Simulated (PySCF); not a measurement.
**SeN₂, singlet: computed properties**

Method: PBE0 in PySCF with Se def2-TZVP, N def2-TZVP; no relativity; density-fitted integrals.

The structure is a minimum.

Coordinates in bohr (charge 0 multiplicity 1):
```
Se    0.0000    0.0000    0.0000
N     0.0000    0.0000    3.0441
N     0.0000    0.0000   -3.0441
```

```json
{"Point group": "D∞h", "Bond lengths": "Se–N 1.611 Å (×2)", "Bond angles": "N–Se–N 180.0°", "Atomisation energy without zero-point energy": "444 kJ/mol", "Zero-point energy": "14.6 kJ/mol", "Highest occupied level": "-8.46 eV", "Rotational symmetry number": "2", "Principal polarisabilities": "23.3, 23.3, 63.0 bohr³", "Heat capacity Cp at 298.15 K": "47.6 J/(mol K)", "Rotational constants": "0.232 cm⁻¹", "Enthalpy at 298.15 K above 0 K": "12.08 kJ/mol", "Principal quadrupole moments (Buckingham, traceless) about the centre of mass": "-8.13, 4.07, 4.07 D Å", "Dipole moment": "0.00 D", "Lowest empty level": "-3.53 eV", "Entropy at 298.15 K and 1 bar": "247.8 J/(mol K)"}
```

Harmonic modes (masses in u: Se 79.917, N 14.003):
| symmetry | ω (cm⁻¹) | IR (km/mol, summed over degenerate members) |
| --- | --- | --- |
| πu | 165 | 18.4 |
| σg+ | 983 | 0.0 |
| σu+ | 1130 | 22.7 |

In D∞h the vibrations span πu + σg+ + σu+. The σg+ mode carries no infrared intensity, as symmetry demands. With a centre of inversion only u modes can be infrared active and only g modes Raman active.

Charges (e):
```tsv
atom	Mulliken	Löwdin	polar tensor	Mayer order to Se1
Se1	0.65	0.74	0.53	–
N2,3	-0.32	-0.37	-0.26	2.20
```
Other Mayer orders above 0.3: N–N 0.60.

Mulliken populations on Se1: s 7.54, p 15.29, d 10.48, f 0.05.

Counting electrons, selenium keeps none of its valence electrons outside its bonds, so the VSEPR class is AX2 and the expected shape is linear (D∞h), as computed.

The final relaxation and frequency run took roughly 28 core-seconds on a shared host.
